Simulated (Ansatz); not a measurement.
Ansatz (a program for electronic structure) input:

Ansatz 0.2 input:
```yaml
crystal:
  periodic: [false, false, false]
  atoms:
    - {symbol: N, position_ang: [1.81160927, -0.28985472, 0.03908822]}
    - {symbol: Ge, position_ang: [0.05294574, 0.08203556, 0.14480550]}
    - {symbol: N, position_ang: [-0.92726695, -0.83176858, 1.34751950]}
    - {symbol: N, position_ang: [-0.47920627, 1.74935198, -0.27856914]}
    - {symbol: N, position_ang: [-0.56818756, -0.88036509, -1.55398106]}
    - {symbol: H, position_ang: [2.40511154, 0.32244981, -0.50391596]}
    - {symbol: H, position_ang: [2.27288454, -0.56986048, 0.89343761]}
    - {symbol: H, position_ang: [-0.55559096, -1.69444523, 1.72123234]}
    - {symbol: H, position_ang: [-1.38060163, -0.29371977, 2.07283470]}
    - {symbol: H, position_ang: [-1.42863621, 2.02412500, -0.06620642]}
    - {symbol: H, position_ang: [0.16465642, 2.50123050, -0.07556539]}
    - {symbol: H, position_ang: [-1.45823741, -1.35142034, -1.39422269]}
    - {symbol: H, position_ang: [-0.68947325, -0.21647935, -2.31827814]}
    - {symbol: H, position_ang: [0.11698373, -1.57856327, -1.84149477]}
basis:
  gaussian:
    orbitals: 6-31G*
total_charge: 1
magnetization: {spin_polarized: false}
correlation: {method: ccsd_t, electrons: outside_noble_gas}
```

Problem. What final total energy does it print?

Solution. -2298.77120 Eh (CCSD(T)/6-31G*).

It need not be the lowest isomer of its formula.
